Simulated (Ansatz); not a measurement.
An input meant for Ge₁₉AsH₃₀⁻ (charge -1, triplet).

```yaml
crystal:
  periodic: [false, false, false]
  atoms:
    - {symbol: Ge, position_ang: [1.208111, -4.099843, -1.209017]}
    - {symbol: Ge, position_ang: [-2.106621, 1.128305, -4.168141]}
    - {symbol: Ge, position_ang: [1.304124, -0.693898, -3.373797]}
    - {symbol: As, position_ang: [-1.667277, -1.125421, -0.980561]}
    - {symbol: Ge, position_ang: [-0.647784, 2.608440, 1.225946]}
    - {symbol: Ge, position_ang: [1.383373, -0.835161, 1.004567]}
    - {symbol: Ge, position_ang: [0.254043, 2.620149, -1.052465]}
    - {symbol: Ge, position_ang: [-1.719413, -0.754609, 3.420329]}
    - {symbol: Ge, position_ang: [1.653629, 1.159240, 4.392548]}
    - {symbol: Ge, position_ang: [-3.190468, -0.614436, -2.839374]}
    - {symbol: Ge, position_ang: [-2.431886, 1.113054, 2.002252]}
    - {symbol: Ge, position_ang: [-0.129035, -2.424019, -2.398734]}
    - {symbol: Ge, position_ang: [-0.169857, -2.300653, 2.311642]}
    - {symbol: Ge, position_ang: [2.704918, -2.821081, 0.256486]}
    - {symbol: Ge, position_ang: [-0.030834, 0.304267, -5.171065]}
    - {symbol: Ge, position_ang: [-1.593899, 2.976114, -2.643825]}
    - {symbol: Ge, position_ang: [2.014469, 1.195294, -1.988490]}
    - {symbol: Ge, position_ang: [1.145232, 3.006612, 2.863941]}
    - {symbol: Ge, position_ang: [2.813928, -0.526567, 3.034547]}
    - {symbol: Ge, position_ang: [-0.502778, 0.356092, 5.239013]}
    - {symbol: H, position_ang: [1.870162, -4.963279, -2.336390]}
    - {symbol: H, position_ang: [0.214909, -5.048969, -0.468975]}
    - {symbol: H, position_ang: [-3.085501, 1.642064, -5.276799]}
    - {symbol: H, position_ang: [2.586236, -1.328321, -4.008011]}
    - {symbol: H, position_ang: [-2.500597, -2.356194, -0.564243]}
    - {symbol: H, position_ang: [-1.386716, 4.000039, 1.146739]}
    - {symbol: H, position_ang: [0.950123, 4.030965, -1.066903]}
    - {symbol: H, position_ang: [-3.036214, -1.368821, 4.014614]}
    - {symbol: H, position_ang: [2.459122, 1.781427, 5.587998]}
    - {symbol: H, position_ang: [-3.551583, -1.858790, -3.709326]}
    - {symbol: H, position_ang: [-4.525521, -0.041052, -2.264382]}
    - {symbol: H, position_ang: [-3.358829, 0.704355, 0.815647]}
    - {symbol: H, position_ang: [-3.302464, 2.062616, 2.897274]}
    - {symbol: H, position_ang: [-0.928567, -3.028742, -3.607574]}
    - {symbol: H, position_ang: [-1.068684, -3.271275, 1.469030]}
    - {symbol: H, position_ang: [0.390928, -3.196204, 3.474658]}
    - {symbol: H, position_ang: [3.297273, -3.851453, 1.282875]}
    - {symbol: H, position_ang: [3.907738, -2.463957, -0.689639]}
    - {symbol: H, position_ang: [-0.367496, -0.750784, -6.271560]}
    - {symbol: H, position_ang: [0.697281, 1.485835, -5.888606]}
    - {symbol: H, position_ang: [-1.277187, 4.235010, -3.515350]}
    - {symbol: H, position_ang: [-2.891820, 3.319483, -1.845899]}
    - {symbol: H, position_ang: [2.678452, 2.154318, -3.046409]}
    - {symbol: H, position_ang: [3.126971, 0.833831, -0.969329]}
    - {symbol: H, position_ang: [2.425137, 3.411606, 2.060695]}
    - {symbol: H, position_ang: [4.264254, 0.122737, 3.046862]}
    - {symbol: H, position_ang: [4.214254, 0.122737, 2.746862]}
    - {symbol: H, position_ang: [3.114534, -1.747186, 3.974282]}
    - {symbol: H, position_ang: [-1.332725, 1.540186, 5.840158]}
    - {symbol: H, position_ang: [-0.270265, -0.645354, 6.417901]}
basis:
  gaussian: {orbitals: pcseg-2, fitting: {mean_field: def2-universal-jkfit}}
total_charge: -1
magnetization: {spin_polarized: true, initial_magnetization: 2}
hamiltonian: {xc: {name: r2SCAN0}, dispersion: d3bjatm}
scf: {lower_state_search: off}
output: {forces: true}
```

```sh
$ ansatz run in.yaml --threads 11 --pin off --events-out ev --progress --plain --max-ram 174080MiB --backend cuda --devices 0, --max-vram 75GiB
```

It prints (some lines left out):

```
Functional definition: r2SCAN0
  name "r2SCAN0"
  cite "Bursch, Neugebauer, Ehlert & Grimme, J. Chem. Phys. 156, 134105 (2022) doi:10.1063/5.0086040"
  cite "Furness, Kaplan, Ning, Perdew & Sun, J. Phys. Chem. Lett. 11, 8208 (2020) doi:10.1021/acs.jpclett.0c02405"
  cite "Furness, Kaplan, Ning, Perdew & Sun, J. Phys. Chem. Lett. 11, 9248 (2020) doi:10.1021/acs.jpclett.0c03077"
  parent r2scan
  parameter a = 0.25
  parameter k0 = 0.174
  parameter k1 = 0.065
  parameter a1 = 4.9479
  exchange = (1 - a)*r2scan_x(k0 = k0, k1 = k1, a1 = a1) + a*exact_x
  correlation = r2scan_c
these checks for a lower state are left out or cut short: stability, starts, cluster_reference, orbital_swaps, neighbouring_geometries, increment
5860 factors; integrals over basis functions are off by at most 1.2e0 eV
mean field evaluation 1: about -1135169.7080 eV, gradient 3.4e1 eV
mean field evaluation 2: about -1135169.1776 eV, gradient 3.1e1 eV
mean field evaluation 4: about -1135173.4096 eV, gradient 2.8e0 eV
mean field evaluation 8: about -1135173.4741 eV, gradient 4.9e-1 eV
mean field evaluation 16: about -1135173.4764 eV, gradient 5.1e-3 eV
mean field -1135173.47644022 eV, -41716.8558109601 hartree, gradient 2.4e-6 eV, S^2 2.015620; 0 other end points of the search recorded, 0 dependent functions left out
the calculation of the forces begins
reference -1135173.47648586 eV, -41716.8558126371 hartree; 337, 335 occupied and 943, 945 virtual orbitals, 5860 factors
Total energy: -1135174.90836029 eV, -41716.9084330520 hartree
Atom 0 force    -0.127239    -0.166840    -0.063013 eV/Å
Atom 1 force    -0.112824     0.045692    -0.095863 eV/Å
Atom 2 force     0.126744    -0.054749    -0.130714 eV/Å
Atom 3 force    -0.252779    -0.524132    -0.335357 eV/Å
Atom 4 force    -0.103453     0.334099     0.038350 eV/Å
Atom 5 force    -0.246063    -0.453120     0.402452 eV/Å
Atom 6 force     0.106909     0.286190    -0.055959 eV/Å
Atom 7 force    -0.029513     0.011246     0.052449 eV/Å
Atom 8 force     0.070671     0.002212     0.017715 eV/Å
Atom 9 force    -0.153075    -0.061869     0.002906 eV/Å
Atom 10 force    -0.250285     0.075733     0.047860 eV/Å
Atom 11 force    -0.109662     0.037291    -0.085133 eV/Å
Atom 12 force    -0.084766    -0.097016    -0.062780 eV/Å
Atom 13 force     0.154455    -0.118686    -0.052122 eV/Å
Atom 14 force     0.011665     0.025054    -0.191196 eV/Å
Atom 15 force    -0.144069     0.208148    -0.043098 eV/Å
Atom 16 force     0.208424     0.109142    -0.057455 eV/Å
Atom 17 force     0.036909    -0.344594    -0.254965 eV/Å
Atom 18 force    -7.251827    -2.785207     0.183793 eV/Å
Atom 19 force    -0.129641    -0.001529     0.224059 eV/Å
Atom 20 force    -0.150141     0.232719     0.299942 eV/Å
Atom 21 force     0.275594     0.257341    -0.190892 eV/Å
Atom 22 force     0.265614    -0.125305     0.287625 eV/Å
Atom 23 force    -0.327332     0.174827     0.162529 eV/Å
Atom 24 force     0.257459     0.373195    -0.094827 eV/Å
Atom 25 force     0.161327    -0.331777    -0.013905 eV/Å
Atom 26 force    -0.168978    -0.346586     0.002966 eV/Å
Atom 27 force     0.356265     0.168712    -0.152294 eV/Å
Atom 28 force    -0.125612    -0.190002    -0.259549 eV/Å
Atom 29 force     0.087028     0.322450     0.217694 eV/Å
Atom 30 force     0.346387    -0.145590    -0.155536 eV/Å
Atom 31 force     0.257908     0.126880     0.318399 eV/Å
Atom 32 force     0.227599    -0.229206    -0.227912 eV/Å
Atom 33 force     0.205970     0.154856     0.311664 eV/Å
Atom 34 force    -0.015245    -0.022000     0.184248 eV/Å
Atom 35 force    -0.116733     0.224680    -0.330304 eV/Å
Atom 36 force    -0.124685     0.257665    -0.242459 eV/Å
Atom 37 force    -0.244639    -0.092286     0.225286 eV/Å
Atom 38 force     0.092342     0.271297     0.290206 eV/Å
Atom 39 force    -0.186017    -0.310455     0.193846 eV/Å
Atom 40 force    -0.075669    -0.328347     0.229677 eV/Å
Atom 41 force     0.342557    -0.096030    -0.203507 eV/Å
Atom 42 force    -0.162034    -0.234352     0.260568 eV/Å
Atom 43 force    -0.289526     0.104623    -0.280020 eV/Å
Atom 44 force    -0.182349    -0.025956     0.131913 eV/Å
Atom 45 force    21.854860     1.466775   109.240643 eV/Å
Atom 46 force   -14.675913     1.395059  -109.230374 eV/Å
Atom 47 force     0.280457     0.400781    -0.121923 eV/Å
Atom 48 force     0.142563    -0.238997    -0.079575 eV/Å
Atom 49 force    -0.029639     0.257967    -0.316060 eV/Å
Dipole moment:     0.146755     0.342048    -0.557106 e Å
Checks for a lower state left out: stability, starts, cluster_reference, orbital_swaps, neighbouring_geometries, increment
```

In this input one atom was put on top of another. Self-consistency was reached. The result belongs to that input, not to the species as meant.

The highest occupied level of an anion often lies above zero with these methods, and sets without diffuse functions describe the outer electron poorly.
